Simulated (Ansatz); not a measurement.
Start from `CC1(O)[SiH2][SiH2]1` and change one atom or group to get `CC1(F)[SiH2][SiH2]1`.

Ansatz, PBE0-D4/def2-TZVP geometries, multiplicity 1. Each molecule was computed in one conformer, which needn't be the lowest.

| property | `CC1(O)[SiH2][SiH2]1` |
| --- | --- |
| LUMO energy (PBE0/def2-TZVPP) / eV | -0.31 |
| HOMO energy (PBE0/def2-TZVPP) / eV | -6.54 |
| size of the dipole moment (ωB97M-V/def2-TZVPP) / D | 1.33 |
| LUMO energy (PBE/def2-TZVPP) / eV | -1.12 |
| HOMO energy (ωB97M-V/def2-TZVPP) / eV | -8.59 |
| HOMO energy (B3LYP/def2-TZVPP) / eV | -6.34 |

Problem. Give the same properties after the change, and the shifts. (Best estimate.)

Solution. Computed: 
```tsv
property	`CC1(F)[SiH2][SiH2]1`	shift
LUMO energy (PBE0/def2-TZVPP) / eV	-0.44	-0.13
HOMO energy (PBE0/def2-TZVPP) / eV	-7.01	-0.47
size of the dipole moment (ωB97M-V/def2-TZVPP) / D	1.66	0.33
LUMO energy (PBE/def2-TZVPP) / eV	-1.31	-0.19
HOMO energy (ωB97M-V/def2-TZVPP) / eV	-9.03	-0.44
HOMO energy (B3LYP/def2-TZVPP) / eV	-6.80	-0.46
```

With PBE0 the HOMO falls by 0.47 eV and the LUMO falls by 0.13 eV, so the gap widens by about 0.34 eV. PBE moves the HOMO by -0.37 eV and ωB97M-V by -0.44 eV. Dipoles are sizes alone; their direction can turn.

B3LYP here is the variant with VWN-RPA as its local correlation; programs differ in this.
